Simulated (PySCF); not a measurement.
Isomers of C5H6ClFO. Level of theory: PBE0-D3(BJ)/def2-SVP geometry optimisation, gas phase in PySCF 2.14.0. Energies are electronic, without zero-point or thermal terms, for one conformer each. No frequencies were run at this level. Point groups hold within 0.08 Å.

Question: Rank from lowest to highest electronic energy at this level (kcal/mol).
A. `[CH3:1][O:2][C@@H:3]1[CH2:4]/[C:5]1=[C:6](\[F:7])[Cl:8]` with C1–O2–C3–C4 147°
B. `[CH3:1]/[C:2]([F:3])=[C:4](/[CH3:5])[C:6](=[O:7])[Cl:8]` with C2–C4–C6–O7 1°

Answer: B (0.0), A (57.3).

As drawn, the lower has a C=O bond, which the higher lacks; the higher has a three-membered ring, which the lower lacks.

| SMILES | E (Eh) | E rel (kcal/mol) | dipole (D) | point group | A, B, C (MHz) |
| --- | --- | --- | --- | --- | --- |
| C/C(F)=C(/C)C(=O)Cl | -828.44382 | 0.0 | 2.30 | near Cs | 3022, 1134, 833.3 |
| CO[C@@H]1C/C1=C(\F)Cl | -828.35243 | 57.3 | 1.22 | C1 | 2449, 1211, 860.7 |
